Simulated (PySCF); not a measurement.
Ga (gallium, neutral) across methods

[Ar] 3d10 4s1 4p2, high-spin 4P determinant (an excited configuration). All numbers are calculated (PySCF 2.14, scalar relativity through the core potential, in aug-cc-pVDZ-PP with ECP10MDF (5s4p3d, 32 functions)).

| method | E (hartree) | mean ε 3d β (eV) | mean ε 4s α (eV) | mean ε 4p α (eV) | Σ⟨r²⟩ (bohr²) | ⟨S²⟩ |
| --- | --- | --- | --- | --- | --- | --- |
| PBE0 | -259.2270 | -24.103 | -11.995 | -4.794 | 41.53 | 3.751 |
| UHF | -258.16873 | -32.995 | -15.594 | -7.213 | 41.95 | 3.752 |
| PBE | -259.2589 | -20.867 | -10.625 | -3.882 | 41.89 | 3.751 |
| LDA | -258.8197 | -20.831 | -10.868 | -3.930 | 41.82 | 3.751 |
| BHandHLYP | -259.1114 | -27.315 | -13.164 | -5.432 | 41.52 | 3.751 |
| wB97X-V | -259.2193 | -26.628 | -14.527 | -6.738 | 41.65 | 3.751 |
| BLYP | -259.2194 | -20.800 | -10.441 | -3.612 | 42.14 | 3.751 |
| r2SCAN | -259.1597 | -21.044 | -11.148 | -4.142 | 41.05 | 3.752 |
| B97-3 | -259.2763 | -24.505 | -11.916 | -4.741 | 41.81 | 3.751 |

Energies and moments cover only the electrons outside the core potential.
